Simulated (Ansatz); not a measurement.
System: sum formula AlNH2Cl2 (charge 0, singlet). SMILES: [NH2][Al]([Cl])[Cl]
Structure (B3LYP-D3(BJ)/def2-TZVP (Ansatz, an electronic-structure program) minimum search):
```xyz
6

N     -2.0698    -0.2339     0.0098
Al    -0.3309    -0.0374     0.0016
Cl     0.5045     1.8721    -0.1477
Cl     0.9109    -1.7122     0.1410
H     -2.7288     0.5255    -0.0538
H     -2.5421    -1.1211     0.0789
```

Atomisation energy built up term by term with Ansatz (kcal/mol; UHF references for open shells; valence terms freeze the core; atomic spin-orbit terms are left out). Basis-set limits of correlation are two-point, X^-3; Hartree-Fock from the larger set (for Q and 5 zeta extrapolated as (X+1)exp(-9√X)).

```csv
term,basis,kcal/mol
Hartree-Fock,"CBS(cc-pV(Q+d)Z,cc-pV(5+d)Z)",…
CCSD correlation,"CBS(cc-pV(Q+d)Z,cc-pV(5+d)Z)",126.19
(T),"CBS(cc-pV(Q+d)Z,cc-pV(5+d)Z)",…
core correlation,cc-pwCVTZ,0.30
scalar relativity (X2C),cc-pVTZ-DK against cc-pVTZ,-1.32
sum: De,,…
```

Problem. What belongs in the gaps?

Solution. 
- Hartree-Fock, kcal/mol: 353.50
- (T), kcal/mol: 9.88
- sum: De, kcal/mol: 488.5
